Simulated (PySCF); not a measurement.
Be(NH2)(NMe2) (C₂H₈BeN₂), SMILES [Be]([NH2])[N](C)C.

The structure is a stationary point at PBE0-D3(BJ)/def2-SVP. Other conformers were not sampled.

Two levels are set side by side: TDA-PBE/def2-SVPD (PySCF) and TDA-ωB97X/def2-SVPD (PySCF). Vertical, same geometry. The lowest singlet is HOMO→LUMO 100 % with PBE and HOMO→LUMO 50 %, HOMO→LUMO+3 43 % with the other functional; states are paired by order. Differences are taken from unrounded values.

| quantity | TDA-ωB97X | TDA-PBE | TDA-PBE minus TDA-ωB97X |
|---|---|---|---|
| lowest singlet excitation (eV) | 5.68 | 4.26 | -1.42 |
| lowest triplet excitation (TDA) (eV) | 5.64 | 4.14 | -1.49 |
| first bright state (f over 0.05) (eV) | 6.23 | 5.20 | -1.03 |
| its oscillator strength | 0.09 | 0.07 | -0.02 |

Functionals without exact exchange tend to place singlet excitations lower, as here. Differences between two approximate levels are no errors against the true value.

Rough cost on one machine, each run with all the roots and properties that it gave: TDA-ωB97X against TDA-PBE about 3 times.
